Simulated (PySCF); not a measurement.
All values below come from TPSSh-D3(BJ)/def2-TZVP // r2SCAN-D4/def2-SVP run with PySCF 2.14.0. Isolated molecules, 0 K electronic values unless said otherwise. One relaxed conformer stands for a flexible species; it need not be the lowest. 

Reference species: [Hf(F)4] (neutral, multiplicity 1).

```json
{
  "mean_distance_from_the_central_atom_to_its_bonded_neighbours": "1.908 Å",
  "HOMO": "-11.02 eV"
}
```

Changed species: [Hf(F)2(NH2)2] (2 of 4 F replaced by NH2; the reference has 0 of 4 F replaced by NH2).

Q: What does the change do to the mean distance from the central atom to its bonded neighbours and HOMO?

A: the mean distance from the central atom to its bonded neighbours goes up by 0.073 Å, to 1.981 Å; the HOMO increases by 4.31 eV, to -6.71 eV.
